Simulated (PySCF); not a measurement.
```xyz
6

B      0.9058    -0.0763    -0.3913
C     -0.3453     0.6797    -0.5178
C     -0.4391    -0.6137    -0.1564
H      2.0781    -0.1750    -0.4403
H     -0.9962     1.5206    -0.7066
H     -1.2033    -1.3353     0.0915
```

Charge 0, multiplicity 1.

Problem. Give the Mulliken and meta-Löwdin atomic charges from PBE-D3(BJ)/def2-TZVP // B3LYP-D3(BJ)/def2-TZVP (PySCF 2.14.0).

Solution. 
| atom | Mulliken (e) | meta-Löwdin (e) |
|---|---|---|
| B1 | -0.18 | -0.06 |
| C2 | -0.06 | -0.12 |
| C3 | -0.06 | -0.12 |
| H4 | 0.03 | 0.04 |
| H5 | 0.14 | 0.14 |
| H6 | 0.14 | 0.14 |
